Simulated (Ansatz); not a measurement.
Method: B3LYP-D3(BJ)/def2-TZVP run with Ansatz (a quantum-chemistry and plane-wave program). No frequencies were computed at this level.

Ansatz 0.2 input:
```yaml
crystal:
  periodic: [false, false, false]
  atoms:
    - { symbol: C, position_ang: [-1.457274, 0.479107, -0.238671] }
    - { symbol: C, position_ang: [-0.361856, -0.20411, -0.136156] }
    - { symbol: C, position_ang: [0.75097, -0.856313, -0.021926] }
    - { symbol: S, position_ang: [2.284266, -0.140605, 0.51943] }
    - { symbol: H, position_ang: [-1.734612, 0.973707, -1.156915] }
    - { symbol: H, position_ang: [-2.155136, 0.560153, 0.580555] }
    - { symbol: H, position_ang: [0.857908, -1.904799, -0.246012] }
    - { symbol: H, position_ang: [1.815737, 1.09286, 0.699693] }
basis:
  gaussian: { orbitals: def2-tzvp }
hamiltonian:
  xc: b3lyp
  dispersion: d3bj
relax:
  max_steps: 150
```

Output:

```
Functional definition: B3LYP
987 factors; their error is unknown
mean field evaluation 1: about -14002.8406 eV, gradient 6.0e1 eV
mean field evaluation 2: about -13992.5261 eV, gradient 8.2e1 eV
mean field evaluation 4: about -14011.6312 eV, gradient 9.9e0 eV
mean field evaluation 8: about -14011.8507 eV, gradient 1.9e-1 eV
mean field evaluation 16: about -14011.8634 eV, gradient 3.3e-4 eV
mean field -14011.86340777 eV, -514.9264826532 hartree, gradient 2.7e-5 eV, S^2 0.000000; 0 other end points of the search recorded, 0 dependent functions left out
reference -14011.86365539 eV, -514.9264917532 hartree; 19, 19 occupied and 135, 135 virtual orbitals, 987 factors
relax step   1: F+E_penalty+E_count = -14012.14448365 eV  Δ(F+E_penalty+E_count) = +0.000e0 eV  max|allowed force component| = 3.551e-1 eV/Å  Δτ_max = 0.0000 Å  (29 SCF iters, accepted)
these checks for a lower state are left out or cut short: starts, cluster_reference, orbital_swaps, neighbouring_geometries, increment
987 factors; their error is unknown
mean field -14011.77999885 eV, -514.9234174321 hartree, gradient 1.0e-5 eV, S^2 0.000000; 0 other end points of the search recorded, 0 dependent functions left out
reference -14011.78024691 eV, -514.9234265483 hartree; 19, 19 occupied and 135, 135 virtual orbitals, 987 factors
relax step   2: F+E_penalty+E_count = -14012.06012627 eV  Δ(F+E_penalty+E_count) = +8.436e-2 eV  max|allowed force component| = 1.306e0 eV/Å  Δτ_max = 0.1073 Å  (31 SCF iters, rejected (line search))
these checks for a lower state are left out or cut short: starts, cluster_reference, orbital_swaps, neighbouring_geometries, increment
987 factors; their error is unknown
mean field evaluation 32: about -14011.8724 eV, gradient 1.3e-5 eV
mean field -14011.87240596 eV, -514.9268133309 hartree, gradient 1.3e-5 eV, S^2 0.000000; 0 other end points of the search recorded, 0 dependent functions left out
reference -14011.87265407 eV, -514.9268224486 hartree; 19, 19 occupied and 135, 135 virtual orbitals, 987 factors
relax step   3: F+E_penalty+E_count = -14012.15279372 eV  Δ(F+E_penalty+E_count) = -8.310e-3 eV  max|allowed force component| = 2.266e-1 eV/Å  Δτ_max = 0.0123 Å  (32 SCF iters, accepted)
these checks for a lower state are left out or cut short: starts, cluster_reference, orbital_swaps, neighbouring_geometries, increment
987 factors; their error is unknown
mean field -14011.86634805 eV, -514.9265907069 hartree, gradient 1.4e-5 eV, S^2 0.000000; 0 other end points of the search recorded, 0 dependent functions left out
reference -14011.86659634 eV, -514.9265998312 hartree; 19, 19 occupied and 135, 135 virtual orbitals, 987 factors
relax step   4: F+E_penalty+E_count = -14012.14566669 eV  Δ(F+E_penalty+E_count) = +7.127e-3 eV  max|allowed force component| = 3.688e-1 eV/Å  Δτ_max = 0.0849 Å  (32 SCF iters, rejected (line search))
these checks for a lower state are left out or cut short: starts, cluster_reference, orbital_swaps, neighbouring_geometries, increment
987 factors; their error is unknown
mean field -14011.87674055 eV, -514.9269726241 hartree, gradient 1.3e-5 eV, S^2 0.000000; 0 other end points of the search recorded, 0 dependent functions left out
reference -14011.87698919 eV, -514.9269817616 hartree; 19, 19 occupied and 135, 135 virtual orbitals, 987 factors
relax step   5: F+E_penalty+E_count = -14012.15601979 eV  Δ(F+E_penalty+E_count) = -3.226e-3 eV  max|allowed force component| = 1.227e-1 eV/Å  Δτ_max = 0.0425 Å  (32 SCF iters, accepted)
these checks for a lower state are left out or cut short: starts, cluster_reference, orbital_swaps, neighbouring_geometries, increment
987 factors; their error is unknown
mean field -14011.87748839 eV, -514.9270001066 hartree, gradient 1.3e-5 eV, S^2 0.000000; 0 other end points of the search recorded, 0 dependent functions left out
reference -14011.87773778 eV, -514.9270092714 hartree; 19, 19 occupied and 135, 135 virtual orbitals, 987 factors
relax step   6: F+E_penalty+E_count = -14012.15585618 eV  Δ(F+E_penalty+E_count) = +1.636e-4 eV  max|allowed force component| = 1.512e-1 eV/Å  Δτ_max = 0.0296 Å  (32 SCF iters, rejected (line search))
these checks for a lower state are left out or cut short: starts, cluster_reference, orbital_swaps, neighbouring_geometries, increment
987 factors; their error is unknown
mean field -14011.87807667 eV, -514.9270217255 hartree, gradient 1.3e-5 eV, S^2 0.000000; 0 other end points of the search recorded, 0 dependent functions left out
reference -14011.87832563 eV, -514.9270308746 hartree; 19, 19 occupied and 135, 135 virtual orbitals, 987 factors
relax step   7: F+E_penalty+E_count = -14012.15691273 eV  Δ(F+E_penalty+E_count) = -8.929e-4 eV  max|allowed force component| = 3.778e-2 eV/Å  Δτ_max = 0.0148 Å  (32 SCF iters, accepted)
these checks for a lower state are left out or cut short: starts, cluster_reference, orbital_swaps, neighbouring_geometries, increment
987 factors; their error is unknown
mean field evaluation 64: about -14011.8782 eV, gradient 1.8e-4 eV
mean field -14011.87819187 eV, -514.9270259590 hartree, gradient 1.3e-5 eV, S^2 0.000000; 0 other end points of the search recorded, 0 dependent functions left out
reference -14011.87844089 eV, -514.9270351103 hartree; 19, 19 occupied and 135, 135 virtual orbitals, 987 factors
relax step   8: F+E_penalty+E_count = -14012.15694792 eV  Δ(F+E_penalty+E_count) = -3.520e-5 eV  max|allowed force component| = 6.079e-3 eV/Å  Δτ_max = 0.0032 Å  (32 SCF iters, accepted)
987 factors; their error is unknown
mean field -14011.87819187 eV, -514.9270259590 hartree, gradient 1.3e-5 eV, S^2 0.000000; 1 other end points of the search recorded, 0 dependent functions left out
reference -14011.87844089 eV, -514.9270351103 hartree; 19, 19 occupied and 135, 135 virtual orbitals, 987 factors
Total energy: -14012.15719694 eV, -514.9372792064 hartree
Atom 0 at    -1.481280     0.467391    -0.247293 Å, force     0.001543    -0.000411     0.000450 eV/Å
Atom 1 at    -0.362717    -0.187562    -0.132549 Å, force    -0.003369     0.002208    -0.000103 eV/Å
Atom 2 at     0.760551    -0.830119    -0.013574 Å, force     0.000457     0.004104     0.001044 eV/Å
Atom 3 at     2.313668    -0.161248     0.521706 Å, force     0.001708     0.000076     0.000377 eV/Å
Atom 4 at    -1.758400     0.959509    -1.174185 Å, force    -0.000588     0.000009    -0.000110 eV/Å
Atom 5 at    -2.182379     0.542289     0.577919 Å, force    -0.000500     0.000015    -0.000403 eV/Å
Atom 6 at     0.827104    -1.886167    -0.248883 Å, force     0.000842    -0.006079    -0.001260 eV/Å
Atom 7 at     1.883456     1.095906     0.716858 Å, force    -0.000092     0.000078     0.000004 eV/Å
Dipole moment:    -0.182767     0.090120    -0.022768 e Å
```

Cost: roughly 50 core-seconds.
